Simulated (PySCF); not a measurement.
**Working out the excitation energy of Be**

Be [He] 2s2 (1S) → Be [He] 2s1 3d1 (3D). Calculation: PySCF 2.14, in aug-cc-pCVTZ-DK; scalar relativity by spin-free X2C-1e. Frozen: nothing. Energies in hartree (1 hartree = 27.21139 eV):

```
             part  Be (lower)  Be (upper)
              UHF  -14.575388  -14.282693
MP2 opposite-spin   -0.068382   -0.038963
    MP2 same-spin   -0.001203   -0.004385
```

Question: What does Hartree-Fock give?

Answer: (-14.282693) − (-14.575388) = 0.292695 hartree = 7.965 eV.

Question: What do MP2 and SCS-MP2 (6/5 opposite-spin, 1/3 same-spin) give?

Answer: The opposite-spin parts differ by 0.801 eV and the same-spin parts by -0.087 eV. MP2: 7.965 + (0.801) + (-0.087) = 8.679 eV. SCS-MP2: 7.965 + 1.2 × (0.801) + (-0.087)/3 = 8.897 eV.
